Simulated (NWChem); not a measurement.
MgNH$_{3}$; SMILES [NH2][MgH]

Results from NWChem. Geometry: optimised at PBE0-D3(BJ)/def2-TZVP.

Taking TPSS/def2-QZVP as the yardstick, which of these has the fewest basis functions while keeping “highest occupied level (eV)” within 0.1 eV of it: TPSS/def2-SVPD; TPSS/def2-TZVPP; TPSS/def2-SVP; TPSS/def2-TZVP?

TPSS/def2-SVPD.
```csv
level,basis functions,highest occupied level (eV)
TPSS/def2-SVP,47,-4.84
TPSS/def2-SVPD,65,-5.03
TPSS/def2-TZVP,81,-4.98
TPSS/def2-TZVPP,105,-5.00
TPSS/def2-QZVP,198,-5.03
```

The yardstick is one finite set, not the basis-set limit.
